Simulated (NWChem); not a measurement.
## Plane-wave run on BeBr₂ (CdI2 type)

```
BeBr2
1.0
    3.29511     0.00000     0.00000
   -1.64756     2.85365     0.00000
    0.00000     0.00000     5.31570
Be Br
1 2
Direct
  0.00000   0.00000   0.00000
  0.33333   0.66667   0.25200
  0.66667   0.33333   0.74800
```

The numbers come from NWChem runs, not from measurements. Origin of the cell: lattice set by a structure generator, not relaxed at this level; this structure type may not be the compound's usual one.

Norm-conserving pseudopotentials with valence charges Be 2, Br 7, fixed occupations, no spin-orbit coupling, density cut at twice the wavefunction cutoff.

The filled d shells of Br are in the core.

Level: LDA (Vosko), default library, cutoff 30 Ha, density from a 3×3×3 mesh. Bands run along Γ–M–K–Γ–A–L–H–A with k in units of the cell's reciprocal vectors.

Give the band energies at the labelled points, in eV from the valence-band top.


| point | k | band 5 | band 6 | band 7 | band 8 | band 9 | band 10 |
|---|---|---|---|---|---|---|---|
| Γ | 0.000 0.000 0.000 | -0.77 | -0.43 | -0.43 | 0.00 | 4.99 | 5.64 |
| M | 0.500 0.000 0.000 | -4.19 | -3.03 | -2.10 | -0.69 | 4.10 | 5.40 |
| K | 0.333 0.333 0.000 | -4.57 | -3.99 | -2.91 | -2.91 | 3.85 | 8.75 |
| A | 0.000 0.000 0.500 | -0.67 | -0.67 | -0.46 | -0.46 | 5.14 | 5.84 |
| L | 0.500 0.000 0.500 | -2.61 | -2.31 | -1.60 | -1.46 | 4.13 | 5.26 |
| H | 0.333 0.333 0.500 | -5.52 | -4.85 | -0.87 | -0.87 | 5.84 | 5.84 |
Bands up to 8 are filled.
